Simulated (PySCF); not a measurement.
Te(SH)(GeH3) (GeH₄STe), SMILES S[Te][GeH3]. The structure is a stationary point at B3LYP-D3(BJ)/def2-SVP. This is a generated structure with no PubChem entry under its InChIKey; it may be hypothetical. The def2 effective core potentials stand for the cores of Te; spin–orbit coupling is left out. The values are those of a single conformer.

Computed equilibrium geometry at B3LYP-D3(BJ)/def2-SVP (PySCF confirms it by a frequency run) as bond lengths and angles (one conformer of several):
Atoms: Te1 S2 H3 Ge4 H5 H6 H7. Bonds (Å): Te1–S2 2.459, Te1–Ge4 2.595, S2–H3 1.355, Ge4–H5 1.539, Ge4–H6 1.544, Ge4–H7 1.541. Bond angles (°): S2–Te1–Ge4 93.3, Te1–S2–H3 96.4, Te1–Ge4–H5 109.4, Te1–Ge4–H6 107.4, Te1–Ge4–H7 109.2, H5–Ge4–H6 110.5, H5–Ge4–H7 110.1, H6–Ge4–H7 110.2.
Charge 0, spin multiplicity 1.
